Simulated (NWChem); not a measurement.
# GeHOCl, singlet; SMILES [OH][Ge][Cl]

```xyz
4

Ge     0.4329     0.4951     0.0000
Cl    -0.1721    -1.6123     0.0000
O     -1.2145     1.1777     0.0000
H     -1.2122     2.1438     0.0000
```
Atoms are numbered in this order, from 1.

Computed with NWChem. Low-valent species are run as closed-shell singlets; no triplet was tried in these runs. All runs use the structure optimised with PBE0/def2-SVP. B3LYP is NWChem's, with the RPA form of VWN correlation. Ions are spin-unrestricted doublets at the neutral geometry; other ion states weren't tried.

For level B3LYP/def2-SVP:

* **vertical ionisation energy, ΔSCF (eV)**: 9.95
* **−ε(HOMO) (eV)**: 7.35

### Question
What are these values for level PBE/def2-SVP?

### Answer
- vertical ionisation energy, ΔSCF (eV) = 9.72
- −ε(HOMO) (eV) = 6.37
